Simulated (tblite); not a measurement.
C6H12OSSi.
Z-matrix (Å and degrees, GFN2-xTB geometry), rows numbered from 1:
```
O 
C   1  1.4087
C   2  1.5138  1  112.43
C   3  1.5167  2  119.30  1   -85.81
C   4  1.4795  3   59.25  2  -109.15
C   5  1.4800  3  137.83  4  -129.61
C   5  1.4760  3  137.77  4   131.24
S   7  1.8063  5  120.05  6   106.91
Si  8  2.1404  7   99.70  5    90.60
H   1  0.9641  2  108.56  3    56.16
H   2  1.0934  1  105.31  3   120.22
H   2  1.0999  1  110.68  3  -122.79
H   3  1.0847  2  113.38  1    58.48
H   4  1.0815  3  118.30  5   107.30
H   4  1.0805  3  118.75  5  -108.23
H   6  1.0808  5  119.45  7   106.88
H   6  1.0802  5  118.09  7  -106.47
H   7  1.0825  5  119.41  6  -107.58
H   9  1.4589  8  107.46  7    54.51
H   9  1.4501  8  103.38  7   174.91
H   9  1.4593  8  109.21  7   -64.62
```

Computed values, GFN2-xTB/tblite, gas phase, harmonic and unscaled. This tight-binding method is rough: wavenumbers can miss measured ones by several per cent, in bad cases by 10 to 20. Modes of hydrogen on silicon can be 10 to 20 % off. One conformer, not necessarily the lowest.

Harmonic wavenumbers (cm⁻¹): 45.3, 62.2, 63.5, 85.0, 110.0, 136.5, 217.3, 270.9, 309.7, 332.6, 372.4, 419.9, 518.4, 523.5, 538.7, 566.4, 677.0, 689.5, 738.0, 767.4, 794.5, 876.1, 877.3, 906.7, 924.8, 960.4, 1005.9, 1029.7, 1059.6, 1062.1, 1068.9, 1081.2, 1113.0, 1117.5, 1127.6, 1171.5, 1178.2, 1217.4, 1284.7, 1323.5, 1354.8, 1422.6, 1441.8, 1475.7, 1620.2, 2289.3, 2306.7, 2383.2, 2875.8, 2970.7, 3023.5, 3033.0, 3068.3, 3071.3, 3081.0, 3090.5, 3539.5.

A = 2440, B = 540.1, C = 479.5 MHz; mass 160.038 u (most abundant isotopes); point group C1, symmetry number 1.

Q: Zero-point energy?

A: Half the sum of the wavenumbers: 35336 cm⁻¹ = 422.72 kJ/mol.

Q: Give the ideal-gas entropy at 273.15 K and 1 bar in the rigid-rotor, harmonic-oscillator model (classical rotation).

A: Translation 170.33, rotation 126.98, vibration 142.01: S = 439.3 J/(mol K).

Q: And Cp and H(273.15 K) − H(0)?

A: Cp = 173.54 J/(mol K), of which vibrations give 140.28 (their classical limit is 57 R = 473.9); H(273.15 K) − H(0) = 28.88 kJ/mol without the zero-point energy, 19.79 from vibrations.

Q: Blend soft modes into free rotors: weight 1/[1 + (100 cm⁻¹/ν̃)⁴] for the oscillator and the rest for a rotor with moment μB/(μ + B), μ = h/(8π²ν), B = 10⁻⁴⁴ kg m². What vibrational entropy results?

A: 127.22 J/(mol K) in place of 142.01, which changes −T·S at 273.15 K by +4.04 kJ/mol.

Q: How do the functions run with temperature in this model?

A: 
```tsv
T (K)	S (J/(mol K))	Cp (J/(mol K))	H − H(0) (kJ/mol)	G − H(0) (kJ/mol)	ln q(vib)
150	355.8	112.6	11.34	-42.03	4.34
250	424.5	161.6	25.00	-81.12	7.62
298.15	455.1	186.4	33.38	-102.30	9.16
400	516.9	235.3	54.92	-151.83	12.37
600	626.9	307.3	109.69	-266.46	18.51
900	765.2	373.5	212.70	-476.02	27.09
```

q(vib) and H(0) count from the zero-point level.

Q: Which modes carry the vibrational entropy at 273.15 K?

A: 45.3 cm⁻¹: 20.25; 62.2 cm⁻¹: 17.63; 63.5 cm⁻¹: 17.46; 85.0 cm⁻¹: 15.06; 110.0 cm⁻¹: 12.97; 136.5 cm⁻¹: 11.23 J/(mol K); the other 51 give 47.41 together.

Hindered rotation and anharmonicity are outside this model. Other conformers, if any are populated, would add a mixing term that is left out. The structure is chiral; the term R ln 2 for an equal mix with its mirror image is left out.
